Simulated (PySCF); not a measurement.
Calculation: B3LYP-D3(BJ)/def2-TZVP in PySCF. Gas-phase values, no solvent. One relaxed conformer stands for a flexible species; it need not be the lowest. B3LYP has the VWN-RPA correlation part, as in Gaussian. Excitations are Tamm–Dancoff values on a coarser integration grid. The basis has no diffuse functions, so Rydberg states are missing or too high.

Reference species (SMILES): `O=[SiH][SiH3]` (neutral, multiplicity 1).

```yaml
S1 oscillator strength: 0.002
T1 excitation (TDA): 3.09 eV
HOMO: -7.52 eV
```

Changed species: `O[SiH]=[SiH2]` (H–O–Si–Si torsion 31°).

Task: Give the shifts of the S1 oscillator strength, T1 excitation (TDA) and HOMO.

Result: the S1 oscillator strength rises by 0.015, to 0.017; the T1 excitation (TDA) falls by 1.43 eV, to 1.66 eV; the HOMO increases by 1.66 eV, to -5.86 eV.
